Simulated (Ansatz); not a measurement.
Basis-set extrapolation for `F[SiH](F)C[SiH3]` (PBE0-D4/def2-TZVP geometry, frozen core, the Gaussian-basis code of Ansatz). Multiplicity 1, RHF reference.

|  | def2-TZVPP | def2-QZVPP |
| --- | --- | --- |
| HF | -818.392288 | -818.422521 |
| MP2 correlation | -0.920347 | -0.999294 |
| CCSD(T) correlation | -0.993002 | not run |

Energies in hartree. Use E(X) = E(∞) + A·exp(−7.88·√X) for Hartree–Fock and E(X) = E(∞) + B·X^(−2.97) for correlation, with X = 3 and 4, and add CCSD(T) minus MP2 of the smaller set to the MP2 limit.

Task: What is the CCSD(T) energy at the basis-set limit?

Result: HF limit: -818.422521 + (-0.030233) × 0.13774 = -818.42669. MP2 limit: -0.999294 + (-0.078947) × 0.74074 = -1.05777. Higher-order term: -0.993002 − (-0.920347) = -0.07266. Total: -819.55712 hartree, 451.1 kJ/mol below CCSD(T)/def2-TZVPP.
